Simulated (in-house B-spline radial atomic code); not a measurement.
The argon ion Ar⁺: [Ne] 3s2 3p5

Computed with a B-spline radial code for spherical atoms: Dirac-Kohn-Sham LDA VWN5, spherical fractional occupations, Fermi nucleus of rms radius 3.4274 fm.

Effective charges: Z_r = [3n² - l(l+1)]/(2<r>) from the radius, Z_e = n√(-2ε) from the energy, and Slater's rules. Values are occupation-weighted means over j.

```csv
shell,electrons,ε (eV),<r> (bohr),Z_r,Z_e,Slater
1s,2,-3124.1,0.08594,17.45,15.15,17.70
2s,2,-309.79,0.4154,14.44,9.54,13.85
2p,6,-243.74,0.3772,13.26,8.47,13.85
3s,2,-36.637,1.369,9.86,4.92,7.10
3p,5,-22.207,1.553,8.05,3.83,7.10
```

The least bound orbital is 3p3/2 at -22.14 eV, and it is also the most diffuse (<r> = 1.556 bohr).

Spin-orbit splittings of the orbital energies (j = l + 1/2 above j = l - 1/2 when positive): 2p 2.231 eV, 3p 0.2027 eV.

For the 1s electron the small component carries 0.41 % of the norm, the zero-frequency Breit interaction raises the level by 2.541 eV, self-energy by 1.15 eV, and vacuum polarisation lowers it by 0.08056 eV.

The density falls to 0.001 bohr⁻³ at 3.44 bohr; Σ<r²> = 20.13 bohr² gives, by the non-relativistic formula and without the paramagnetism of open shells, a Langevin diamagnetic susceptibility of -15.94×10⁻⁶ cm³/mol.
